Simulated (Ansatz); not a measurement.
Mulliken charges of CH4FGaO2 (`C[O][Ga]([OH])[F]`) from PBE/def2-TZVPP in Ansatz (PBE0-D4/def2-TZVP geometry).

```tsv
atom	x (Å)	y (Å)	z (Å)	charge (e)
C1	0.370	1.382	0.716	-0.129
O2	-0.131	0.060	0.714	-0.314
Ga3	-0.195	-0.938	-0.737	0.634
O4	-0.823	-2.585	-0.758	-0.338
F5	0.394	-0.268	-2.235	-0.336
H6	0.733	1.706	-0.265	0.099
H7	1.197	1.453	1.428	0.097
H8	-0.419	2.069	1.034	0.097
H9	-1.126	-2.879	0.104	0.190
```

By hand: the dipole of these point charges (1 e Å = 4.8032 D).

Σ q r = (-0.050, 0.135, 0.456) e Å, of length 0.478 e Å = 2.30 D.

How does the dipole of the full density compare? (Best estimate.)

The calculation gave: (-0.063, 0.085, 0.429) e Å, 2.12 D; the point charges give 1.08 times that, at 6° from its direction.

Point charges leave out the atoms' own dipoles, such as those of lone pairs, and Mulliken's split depends on the basis, so the close match here is no proof of good charges.
